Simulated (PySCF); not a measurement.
# Computed structure and properties of [WO(OH)3]+

System: [WO(OH)3]+ (singlet); start: template (C1). Method: PySCF 2.14.0, RKS B3LYP, W def2-SVP with ECP60, O def2-SVP, H def2-SVP; non-relativistic Hamiltonian with scalar-relativistic core potentials where named; density fitting; no spin-orbit coupling.

Input of the relaxation:

```python
mol = gto.M(atom='''
W      0.01791     0.01619     0.01848
O      0.88951     0.88779     0.89008
O     -1.01859    -1.02031     1.05498
H     -1.82389    -1.39701     1.43168
O      1.05441    -1.02031    -1.01802
H      1.28821    -1.68281    -1.68052
O     -1.01859     1.05269    -1.01802
H     -1.25239     1.71519    -1.68052''',
    basis={'W': 'def2-SVP', 'O': 'def2-SVP', 'H': 'def2-SVP'},
    ecp={'W': 'def2-SVP'},
    charge=1, spin=0)
mf = dft.RKS(mol, xc='B3LYP')
mf.grids.atom_grid = (50, 194)
mf = mf.density_fit()  # fitting sets: W def2-universal-JKFIT, O def2-universal-JKFIT, H def2-universal-JKFIT
mf.conv_tol = 1e-08; mf.max_cycle = 55
mf.kernel(dm0)  # dm0: converged density of the start geometry
# quasi-Newton relaxation in Cartesian coordinates to a largest gradient under 0.00045 Eh/bohr, steps kept in the point group
```

Run from Python with OMP_NUM_THREADS=2; the lines above give its settings. Where DIIS fails, smearing, a level shift and second-order steps follow.
It took 2.2 min on 2 threads of Arm Neoverse V1, with other jobs on the host, from the converged density of the start.

Course of the relaxation:

```json
{"step": "0", "energy above end (eV)": "1.6733", "largest force component within the symmetry (eV/Å)": "10.349"}
{"step": "1", "energy above end (eV)": "0.5722", "largest force component within the symmetry (eV/Å)": "3.370"}
{"step": "2", "energy above end (eV)": "0.2803", "largest force component within the symmetry (eV/Å)": "1.471"}
{"step": "3", "energy above end (eV)": "0.2126", "largest force component within the symmetry (eV/Å)": "0.820"}
{"step": "4", "energy above end (eV)": "0.2001", "largest force component within the symmetry (eV/Å)": "1.044"}
{"step": "5", "energy above end (eV)": "0.1917", "largest force component within the symmetry (eV/Å)": "0.872"}
{"step": "6", "energy above end (eV)": "0.1645", "largest force component within the symmetry (eV/Å)": "0.456"}
{"step": "7", "energy above end (eV)": "0.1417", "largest force component within the symmetry (eV/Å)": "0.667"}
{"step": "28", "energy above end (eV)": "0.0011", "largest force component within the symmetry (eV/Å)": "0.086"}
{"step": "29", "energy above end (eV)": "0.0006", "largest force component within the symmetry (eV/Å)": "0.051"}
{"step": "30", "energy above end (eV)": "0.0003", "largest force component within the symmetry (eV/Å)": "0.035"}
{"step": "31", "energy above end (eV)": "0.0002", "largest force component within the symmetry (eV/Å)": "0.035"}
{"step": "32", "energy above end (eV)": "0.0001", "largest force component within the symmetry (eV/Å)": "0.026"}
{"step": "33", "energy above end (eV)": "0.0000", "largest force component within the symmetry (eV/Å)": "0.016"}
```
(The steps between are left out.)

Relaxed geometry (C3v):

```xyz
8

W    -0.1529   -0.1147   -0.1726
O     0.8818    0.7555    0.8248
O    -1.3055   -1.0648    0.8813
H    -1.5773   -1.2853    1.7896
O     0.8489   -1.2434   -1.2046
H     1.7433   -1.5531   -1.4321
O    -1.0728    1.0636   -1.2240
H    -1.2289    1.9936   -1.4643
```

```csv
contact,Å
W1–O2 (O),1.680
W1–O3 (OH),1.828
W1–O5 (OH),1.828
W1–O7 (OH),1.828
```

On the finer grid (75, 302):

```yaml
HOMO: -15.37 eV
LUMO: -7.76 eV
Dipole_about_the_centre_of_mass: 0.61 D
Set_of_Mulliken_populations_of_W1_outside_the_core_potential: s 2.36, p 6.33, d 3.64, f 0.24
D3_BJ_dispersion_energy_not_in_the_energies: -0.281 eV
```

| atom | Mulliken (e) | Löwdin (e) | spin (e) |
| --- | --- | --- | --- |
| W1 | 1.43 | 0.66 | 0.00 |
| O2 | -0.22 | -0.03 | 0.00 |
| O3 | -0.36 | -0.05 | 0.00 |
| H4 | 0.29 | 0.17 | 0.00 |
| O5 | -0.36 | -0.05 | 0.00 |
| H6 | 0.29 | 0.17 | 0.00 |
| O7 | -0.36 | -0.05 | 0.00 |
| H8 | 0.29 | 0.17 | 0.00 |

On the grid (50, 194), as all that follows. Harmonic modes: a minimum; lowest 211 cm⁻¹ (negative: unstable), highest 3791 cm⁻¹, zero-point energy 1.146 eV.

Rigid scan of O along the line from its metal:

```csv
distance to O2 (Å),energy (eV)
1.38,4.968
1.48,1.823
1.58,0.379
1.68,0.000
1.78,0.268
1.88,0.910
1.98,1.752
2.13,3.156
```

Taking off one OH (charge -1, singlet; the rest: singlet) in vacuum, both parts rigid, costs 20.85 eV; the small basis without counterpoise inflates it. Most of it is the attraction of opposite charges; other ways to part are cheaper, and one spin state was tried for the rest.

Rigid scan of OH along the line from its metal:

```tsv
distance to O3 (Å)	energy (eV)
1.53	2.976
1.63	1.101
1.73	0.231
1.83	0.000
1.93	0.166
2.03	0.570
2.23	1.699
2.53	3.462
2.93	5.177
3.43	6.326
```

One start shape was tried, so this needn't be the lowest isomer.
